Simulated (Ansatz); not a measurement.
Stepwise reaction of `[CH3][GeH]([Cl])[Cl]` with ammonia, as a gas-phase model of exchange steps in deposition or etching. ΔE in kJ/mol.

Calculated with Ansatz (gas phase, PBE0-D4/def2-TZVP geometries, no zero-point term in ΔE). CBS: MP2 limit from def2 TZ/QZ plus the TZ coupled-cluster correction, frozen cores. This one scheme is used for every species. DFT in def2-TZVPP. B3LYP here is the variant with VWN-RPA as its local correlation; programs differ in this. For Ge outer-core shells are correlated without core-valence functions, which leaves a few kJ/mol of doubt a bond. Scalar relativity is left out up to krypton. Each species was taken in one conformer, which may not be the lowest.

```tsv
step	reaction	PBE-D4	B3LYP-D4	ωB97M-V	CCSD(T)/CBS
1	`[CH3][GeH]([Cl])[Cl]` + NH₃ → `[CH3][GeH]([NH2])[Cl]` + HCl	63.5	63.4	62.6	59.5
```

Give the row of step 2, `[CH3][GeH]([NH2])[Cl]` + NH₃ → `[CH3][GeH]([NH2])[NH2]` + HCl. (Best estimate.)

Ansatz gave: 
```
step                                                        reaction  PBE-D4  B3LYP-D4  ωB97M-V  CCSD(T)/CBS
   2  `[CH3][GeH]([NH2])[Cl]` + NH₃ → `[CH3][GeH]([NH2])[NH2]` + HCl    88.6      88.5     86.8         82.5
```

By hand: ΔE of the 2 steps together at CCSD(T)/CBS.

(59.5) + (82.5) = 142.0 kJ/mol, or 71.0 kJ/mol a step.

In ΔE each step is higher than the one before. All are uphill at CCSD(T)/CBS. PBE-D4 differs from CCSD(T)/CBS by 4.0 to 6.1 kJ/mol a step. Isolated molecules leave out the surface, adducts and barriers. Largest T1 diagnostic: 0.010.
